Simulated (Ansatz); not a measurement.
Harmonic frequencies (cm⁻¹) at PBE0-D4/def2-TZVP from Ansatz: 48, 114, 123, 136, 306, 356, 453, 515, 544, 581, 598, 741, 758, 796, 874, 885, 911, 934, 949, 954, 1021, 1070, 1233, 1330, 1382, 1421, 1458, 1475, 1641, 2208, 2212, 2213, 3034, 3049, 3097, 3105, 3116, 3617, 3714.

Each molecule was computed in one conformer, which needn't be the lowest.

(1) Which molecule is it?
A. `BN(C)[SiH2]C`
B. `CB(N)C[SiH3]`
C. `CNB(C)[SiH3]`
D. `BN([SiH3])CC`

Results:

(1) B.
